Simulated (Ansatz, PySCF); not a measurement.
Gas-phase reaction in SMILES: C[Si](C)(C)B(Cl)Cl + 6 [H][H] (H2) -> B (BH3) + 3 C (CH4) + 2 Cl (HCl) + [SiH4] (SiH4)
Geometries: B3LYP-D3(BJ)/def2-TZVP minima from Ansatz (an electronic-structure program), one conformer each, not searched for the lowest.

Quantity: energy of full hydrogenation (0 K, with B3LYP-D3(BJ) harmonic zero-point energies from PySCF), in kJ/mol. Valence correlation only, unless marked. No spin-orbit coupling. Non-relativistic. CBS(X,Y): correlation extrapolated as X^-3; Hartree-Fock from the larger set. [CCSD(T)-MP2]/basis is that difference in the basis named.

```csv
level,program,energy of full hydrogenation (kJ/mol)
PBE0/def2-SVP,Ansatz,93.6
RPA@PBE/cc-pV(Q+d)Z,Ansatz,91.6
SCS-MP2/6-31G*,Ansatz,144.1
SCS-MP2/aug-cc-pV(T+d)Z,Ansatz,98.7
"RI-MP2/CBS(aug-cc-pV(T+d)Z,aug-cc-pV(Q+d)Z)+[CCSD(T)-MP2]/aug-cc-pV(T+d)Z",Ansatz,…
```

Question: Complete the blanks.

Answer: 
- RI-MP2/CBS(aug-cc-pV(T+d)Z,aug-cc-pV(Q+d)Z)+[CCSD(T)-MP2]/aug-cc-pV(T+d)Z, energy of full hydrogenation (kJ/mol): 115.3
